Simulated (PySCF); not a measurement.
CdGeH5N. Atoms are numbered in the order given.

```xyz
8

Cd     0.0022     0.6586    -0.4092
N      0.1921     2.4019    -1.4416
H     -0.3605     3.1873    -1.0955
H      0.0232     2.3451    -2.4468
Ge    -0.0310    -1.4993     0.9247
H      0.8709    -2.5863     0.2922
H      0.4638    -1.2964     2.3767
H     -1.4550    -2.0972     1.0161
```

Geometry: B3LYP-D3(BJ)/def2-SVP. The structure was generated by enumeration; whether it is a known compound was not checked. The def2 effective core potentials stand for the cores of Cd; spin–orbit coupling is left out. Other conformers were not sampled.

Computed with PBE0/def2-TZVPD run with PySCF.

Isolated molecule, no solvent.

Computed frontier levels, gap, dipole moment and polarisability:
The highest occupied level is -6.59 eV. The lowest empty level is -0.81 eV, the orbital gap is 5.79 eV and the dipole moment is 0.95 D. The quadrupole, principal values (traceless, Buckingham form, about the centre of nuclear charge) comes out as -10.07, 3.62, 6.45 D·Å and the mean static polarisability is 82.0 bohr³ (12.16 Å³). The polarisability, principal values is 64.4, 65.9, 115.8 bohr³.
